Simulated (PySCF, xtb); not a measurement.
Zn(Br)(OSiH3) (BrH3OSiZn), SMILES [SiH3][O][Zn][Br]. One conformer was computed; it need not be the lowest.

Harmonic wavenumbers (cm⁻¹) from GFN2-xTB run with xtb 6.7.1 at its own minimum, in rising order: 33, 37, 89, 109, 228, 380, 597, 603, 750, 782, 822, 956, 2199, 2218, 2254.

Question: What does PBE-D3(BJ)/def2-SVP in PySCF give at its own minimum? (Estimate from the structure and the level; the computed values follow.)

Answer: 37, 53, 109, 138, 282, 528, 695, 710, 907, 917, 974, 977, 2124, 2127, 2169. Paired by order, the mean absolute difference is 80 cm⁻¹ and the zero-point energies are 17.2 and 18.2 kcal/mol.
